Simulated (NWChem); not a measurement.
# Correlation energy of BeF$_{2}$

```
Be
F 1 1.3865
F 1 1.3865 2 180.00
```
Charge 0, spin multiplicity 1.

The numbers come from NWChem runs, not from measurements. The geometry was optimised at B3LYP/def2-SVP, a minimum by its harmonic frequencies.

Basis set: cc-pVDZ. Each correlation energy counts from its own Hartree-Fock reference.

```csv
method,correlation energy (mHa),difference from CCSD(T)
MP2,-419.9,+8.2
CR-CCSD[T],-428.3,-0.1
CR-CCSD(T),-427.2,+1.0
CCSD+T(CCSD),-429.5,-1.4
CCSD(T),-428.2,0.0
SCS-MP2,-403.7,+24.5
CCSD,-421.8,+6.3
```

The values span 25.9 mHa, from CCSD+T(CCSD) (lowest) to SCS-MP2 (highest). 

The correlated methods keep 3 core orbitals frozen. The structure started from a generated list of species. Coupled-cluster values serve here as a point of comparison, not as the truth.
